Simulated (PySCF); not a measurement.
# Correlation energy of Ca⁻ (calcium, charge -1)

[Ar] 3d1 4s2, 2D determinant. Calculation: PySCF 2.14, in aug-cc-pwCVTZ-X2C with one added diffuse shell each of s, p, d, f type (10s9p7d4f, 100 functions); the spin-free X2C one-electron Hamiltonian (Gaussian nucleus). Frozen: [Ne]; 11 electrons correlated.

MP2 pair energies summed by pair of shells (mhartree):

```json
{"pair": "3p-3p", "energy": "-162.08", "share (%)": "63.6"}
{"pair": "3s-3p", "energy": "-34.13", "share (%)": "13.4"}
{"pair": "3p-4s", "energy": "-27.67", "share (%)": "10.9"}
{"pair": "4s-4s", "energy": "-20.40", "share (%)": "8.0"}
{"pair": "3s-3s", "energy": "-8.16", "share (%)": "3.2"}
{"pair": "3s-4s", "energy": "-1.67", "share (%)": "0.7"}
{"pair": "3d-4s", "energy": "-0.74", "share (%)": "0.3"}
{"pair": "3p-3d", "energy": "-0.04", "share (%)": "0.0"}
```

Total MP2 correlation energy: -254.89 mhartree.

Same-spin part -67.21 and opposite-spin part -187.68 mhartree; SCS-MP2 scales them by 1/3 and 6/5 to -247.61 mhartree.

The Hartree-Fock reference does not bind the outermost electron (its level is positive or very diffuse), so these energies belong to a reference that the basis holds together.
